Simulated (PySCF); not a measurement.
Se(H)(F), HFSe, SMILES F[SeH] (CAM-B3LYP/def2-SVP optimised geometry):

```
3

Se    -0.820    -0.735     0.000
H     -0.943     0.735     0.000
F      0.943    -0.735     0.000
```

Level of theory: PySCF 2.14.0 with CAM-B3LYP/def2-TZVP.

Question: What are the frontier orbital energies and the dipole moment?

Answer: HOMO-2 -13.90 eV, HOMO-1 -11.65 eV, HOMO -8.55 eV, LUMO -1.02 eV, LUMO+1 1.10 eV; dipole moment 1.98 D.

On the same geometry PBE/def2-TZVP in PySCF gives HOMO-2 -10.20 eV, HOMO-1 -8.68 eV, HOMO -5.85 eV, LUMO -3.19 eV, LUMO+1 -0.73 eV; dipole moment 1.71 D.

Meta-Löwdin charges at CAM-B3LYP/def2-TZVP: Se1 0.40, H2 0.06, F3 -0.46.
